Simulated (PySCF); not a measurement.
C5H12OSi2.
Numbering: `[CH3:1][CH2:2][CH2:3][O:4][SiH2:5][C:6]#[C:7][SiH3:8]` (hydrogens: H9, H10, H11 on C1; H12, H13 on C2; H14, H15 on C3; H16, H17 on Si5; H18, H19, H20 on Si8)

All values: PBE0/pcSseg-1 and B3LYP/def2-SVPD (PySCF, non-relativistic), on one gas-phase PBE0-D3(BJ)/def2-SVP geometry that isn't relaxed in the solvent. The solvent is an IEF-PCM continuum (van der Waals radii × 1.2). The model holds no explicit solvent molecules, cavitation or dispersion.

Gas phase at PBE0/pcSseg-1: HOMO -8.12 eV, LUMO -0.89 eV, dipole 1.20 D.

**Question.** What does the continuum do to the energy, the frontier levels and the dipole at PBE0/pcSseg-1 in chloroform and dichloromethane?

**Answer.** 
| solvent | ε | E(solvent) − E(gas) (kcal/mol) | polarisation term (kcal/mol) | distortion of the solute (kcal/mol) | HOMO (eV) | LUMO (eV) | dipole (D) |
| --- | --- | --- | --- | --- | --- | --- | --- |
| chloroform | 4.711 | -1.96 | -2.12 | 0.16 | -8.16 | -0.91 | 1.49 |
| dichloromethane | 8.93 | -2.37 | -2.61 | 0.24 | -8.18 | -0.93 | 1.56 |

Polarisation term: ½ Σ q·V over the induced surface charges. Distortion: the rise of the solute's own energy as its density leaves the gas-phase optimum. From chloroform to dichloromethane the lowering changes by a factor 1.21, Onsager's factor (ε − 1)/(2ε + 1) by 1.18 and ε itself by 1.9.

**Question.** Which radius a makes the point-dipole formula ΔE = −[(ε − 1)/(2ε + 1)]·μ²/a³ give the value in dichloromethane, with the gas-phase dipole?

**Answer.** μ = 0.471 au and |ΔE| = 0.00378 Eh give a = 1.54 Å; the farthest nucleus lies 5.48 Å from the centroid of the nuclei, so such a sphere wouldn't even hold the nuclei. The formula assumes a rigid point dipole at the centre of a sphere.

**Question.** Which Hirshfeld charges (PBE0/pcSseg-1) respond most in chloroform (means over atoms taken as equivalent)?

**Answer.** 
```tsv
atoms	environment	gas (e)	solvent (e)	change
O4	silyl ether oxygen	-0.222	-0.230	-0.008
C6	alkyne carbon	-0.143	-0.150	-0.007
C7	alkyne carbon	-0.140	-0.144	-0.004
H14/H15	methylene hydrogen	+0.033	+0.036	+0.003
H18/H19/H20	Si–H hydrogen	-0.066	-0.063	+0.003
Si8	SiH3 silicon	+0.338	+0.340	+0.002
```

Gas phase at B3LYP/def2-SVPD: HOMO -7.89 eV, LUMO -1.09 eV, dipole 1.09 D.

**Question.** What does the continuum do to the energy, the frontier levels and the dipole at B3LYP/def2-SVPD in chloroform?

**Answer.** 
```tsv
solvent	ε	E(solvent) − E(gas) (kcal/mol)	polarisation term (kcal/mol)	distortion of the solute (kcal/mol)	HOMO (eV)	LUMO (eV)	dipole (D)
chloroform	4.711	-1.70	-1.86	0.16	-7.92	-1.10	1.40
```

**Question.** How does the static polarisability (B3LYP/def2-SVPD, frozen core, with the continuum's full static response) change?

**Answer.** 
| medium | isotropic (au) | principal values (au) | ⟨r²⟩ of the electrons (bohr²) |
| --- | --- | --- | --- |
| gas | 121.6 | 96.8, 115.4, 152.6 | 2700.4 |
| chloroform | 146.9 | 121.7, 137.7, 181.5 | 2699.4 |

The isotropic value in chloroform is 1.21 times the gas-phase one; no cavity-field correction is applied. ⟨r²⟩ is taken about the centre of nuclear charge.

Shape of the structure used: `[CH3:1][CH2:2][CH2:3][O:4][SiH2:5][C:6]#[C:7][SiH3:8]`: C1–C2–C3–O4 180°, C2–C3–O4–Si5 180°, C3–O4–Si5–C6 -58°.
